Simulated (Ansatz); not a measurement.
Start from `N[Si](O)(F)Br` and change one atom or group to get `N[Si](O)(O)F`.

Ansatz, PBE0-D4/def2-TZVP geometries, multiplicity 1. Each molecule was computed in one conformer, which needn't be the lowest.

Scalar relativity is left out up to krypton.

```json
{"property": "LUMO energy (B3LYP/def2-TZVPP) / eV", "`N[Si](O)(F)Br`": "-0.08"}
{"property": "LUMO energy (PBE0/def2-TZVPP) / eV", "`N[Si](O)(F)Br`": "0.29"}
{"property": "HOMO–LUMO gap (PBE/def2-TZVPP) / eV", "`N[Si](O)(F)Br`": "6.04"}
{"property": "HOMO energy (B3LYP/def2-TZVPP) / eV", "`N[Si](O)(F)Br`": "-7.81"}
{"property": "HOMO–LUMO gap (PBE0/def2-TZVPP) / eV", "`N[Si](O)(F)Br`": "8.36"}
{"property": "HOMO–LUMO gap (ωB97M-V/def2-TZVPP) / eV", "`N[Si](O)(F)Br`": "12.15"}
```

(1) Give the same properties after the change, and the shifts. (Estimate.)

Results:

(1) The calculation gave: 
```
                               property  `N[Si](O)(O)F`  shift
    LUMO energy (B3LYP/def2-TZVPP) / eV            0.14   0.22
     LUMO energy (PBE0/def2-TZVPP) / eV            0.54   0.25
    HOMO–LUMO gap (PBE/def2-TZVPP) / eV            6.11   0.07
    HOMO energy (B3LYP/def2-TZVPP) / eV           -7.73   0.08
   HOMO–LUMO gap (PBE0/def2-TZVPP) / eV            8.54   0.18
HOMO–LUMO gap (ωB97M-V/def2-TZVPP) / eV           12.40   0.25
```

With PBE0 the HOMO rises by 0.07 eV and the LUMO rises by 0.25 eV, so the gap widens by about 0.18 eV. PBE moves the HOMO by 0.20 eV and ωB97M-V by -0.07 eV. The zero-point energy changes by 34.8 kJ/mol with +3 modes.

B3LYP here is the variant with VWN-RPA as its local correlation; programs differ in this.

Spin–orbit coupling is left out; it splits and shifts lone-pair levels of the heavy atoms by tenths of an eV.
